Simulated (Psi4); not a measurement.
I2Sn (SMILES [I][Sn][I]), singlet, at a GFN2-xTB geometry (such geometries of metal compounds can be far from the true shape) (core potentials on I, Sn).

The Psi4 input:
```
memory 2 GB

molecule {
0 1
Sn   -0.00085342   -0.00395542    1.15473199
I     1.08671471   -1.84536015   -0.55020954
I    -1.08590960    1.84909168   -0.53916026
}

set {
  basis def2-sv(p)
}

energy('pbe')
print_variables()
```

Task: What number of basis functions does PBE/def2-SV(P) (Psi4 1.11) give?

Result: 78

Task: What is the computed dipole moment (PBE/def2-SV(P))?

Result: 2.29 D

Task: Estimate the nuclear repulsion energy that PBE/def2-SV(P) returns for this input.

Result: 289.9967 Eh

Task: What is the computed total energy (PBE/def2-SV(P))?

Result: -809.7890 Eh
